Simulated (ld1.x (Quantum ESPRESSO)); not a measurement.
## Which change was made? (Co, TM)

- Element: Co
- Generator: ld1.x (Quantum ESPRESSO) 7.5
- Type: norm-conserving Troullier–Martins (Kleinman–Bylander form)
- Functional: PBE
- Relativity: scalar-relativistic
- Frozen core: [Ar]
- Valence charge: 9
- Reference configuration: 3d7 4s2 4p0
- Partial waves: 4s (bound): rc 2.15 bohr; 4p (bound, empty): rc 2.45 bohr; 3d (bound): rc 1.60 bohr
- Local potential: all-electron potential smoothed inside 2.10 bohr (lloc = -1)
- Core correction: a·sin(br)/r model core, default radius (core density twice the valence density)

Cutoffs, loose and tight: the cutoffs (Ry, on a coarse ladder) from which the occupation-weighted sum of valence levels, in a spherical-Bessel basis at the reference potential, stays within 10 and 1 mRy of its value at 400 Ry. They do not see the model core or the augmentation charge, which bear on the density cutoff. Test errors are all-electron minus pseudo excitation energies from the reference, over the configurations 3d7 4s1 4p0; 3d7 4s0 4p0; 3d6 4s0 4p0; 3d6 4s2 4p1; 3d7.5 4s1.5 4p0; 3d7 4s1 4p1; 3d7 4s0 4p2; variants that change the core or the reference have their own tests. The largest error is taken over the tests solved by every variant that gives reliable tests at all, those not shown here included: 3d6 4s0 4p0; 3d6 4s2 4p1; 3d7 4s0 4p2; 3d7 4s1 4p1; 3d7.5 4s1.5 4p0.

The base gives: outcome: generated; cutoff, loose: 100 Ry; cutoff, tight: 180 Ry; bound ghosts: none; largest test error (meV): -234.

On the changes marked as counting shells twice: ld1.x takes every shell without a wave as core, so the model core holds the marked electrons as well and exchange and correlation see them twice. This cancels in the reference configuration, but the file is broken for other ones, and its errors say nothing about a proper core correction.

Question: After one change the result is: outcome: generated; cutoff, loose: 100 Ry; cutoff, tight: 180 Ry; bound ghosts: none; largest test error (meV): -412. Which change was it?
A. local potential the s channel
B. all radii but the core radius scaled by about 0.86 (s 1.86, p 2.12, d 1.38 bohr); local potential all-electron potential smoothed inside 1.82 bohr (lloc = -1)
C. local potential all-electron potential smoothed inside 1.64 bohr (lloc = -1)
D. core [Ne] 3s2, valence charge 15; reference 3p6 3d7 4s1 4p1; waves now 4s (bound): rc 2.25 bohr; 3d (bound): rc 1.75 bohr; 3p (bound): rc 1.10 bohr; local potential the p channel; core correction Bessel-smoothed model core inside 0.60 bohr (4p counted twice)
E. wave 3d (bound): rc 1.60 bohr becomes 3d (bound): rc 1.20 bohr

Answer: A. The others give: core [Ne] 3s2, valence charge 15; reference 3p6 3d7 4s1 4p1; waves now 4s (bound): rc 2.25 bohr; 3d (bound): rc 1.75 bohr; 3p (bound): rc 1.10 bohr; local potential the p channel; core correction Bessel-smoothed model core inside 0.60 bohr (4p counted twice) → outcome: generated; cutoff, loose: 100 Ry; cutoff, tight: 160 Ry; bound ghosts: s; largest test error (meV): -408 | all radii but the core radius scaled by about 0.86 (s 1.86, p 2.12, d 1.38 bohr); local potential all-electron potential smoothed inside 1.82 bohr (lloc = -1) → outcome: generated; cutoff, loose: 140 Ry; cutoff, tight: 230 Ry; bound ghosts: none; largest test error (meV): -200 | wave 3d (bound): rc 1.60 bohr becomes 3d (bound): rc 1.20 bohr → outcome: generated; cutoff, loose: 160 Ry; cutoff, tight: 260 Ry; bound ghosts: none; largest test error (meV): -288 | local potential all-electron potential smoothed inside 1.64 bohr (lloc = -1) → outcome: generated; cutoff, loose: 100 Ry; cutoff, tight: 180 Ry; bound ghosts: none; largest test error (meV): -168.
